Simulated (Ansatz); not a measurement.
Basis sets compared for (AgOH)2 ring (Ag₂O₂H₂). Total charge 0; singlet. Geometry PBE-D4/def2-SVP. Ansatz on 4 threads of Arm Neoverse V1 on a shared host; times are rough, and most runs start from earlier orbitals.

Cartesian coordinates in Å:
```
Ag 0.987 -0.991 -0.230
O 0.443 0.734 -1.555
Ag -0.648 1.213 0.344
O 0.076 -0.395 1.730
H -0.196 0.438 -2.234
H -0.663 -0.999 1.945
```

In the def2 sets Ag takes a core potential; there is no spin–orbit coupling.

Binding counts from free atoms (Ag doublet, O triplet, H doublet) in the same basis, without a counterpoise term.

| level | functions | energy (Eh) | HOMO (eV) | LUMO (eV) | binding per atom (eV) | wall time |
| --- | --- | --- | --- | --- | --- | --- |
| PBE-D4/def2-SVP | 100 | -445.3163 | -4.80 | -3.11 | 2.72 | 0.9 s |
| PBE0-D4/def2-SVP | 100 | -445.2721 | -6.10 | -2.19 | 2.54 | 1.1 s |

Question: Estimate the rows for PBE-D4/def2-TZVP, PBE0-D4/def2-TZVP.

Answer: 
| level | functions | energy (Eh) | HOMO (eV) | LUMO (eV) | binding per atom (eV) | wall time |
| --- | --- | --- | --- | --- | --- | --- |
| PBE-D4/def2-TZVP | 154 | -445.5789 | -5.00 | -3.25 | 2.69 | 1.2 s |
| PBE0-D4/def2-TZVP | 154 | -445.5303 | -6.29 | -2.30 | 2.53 | 1.7 s |
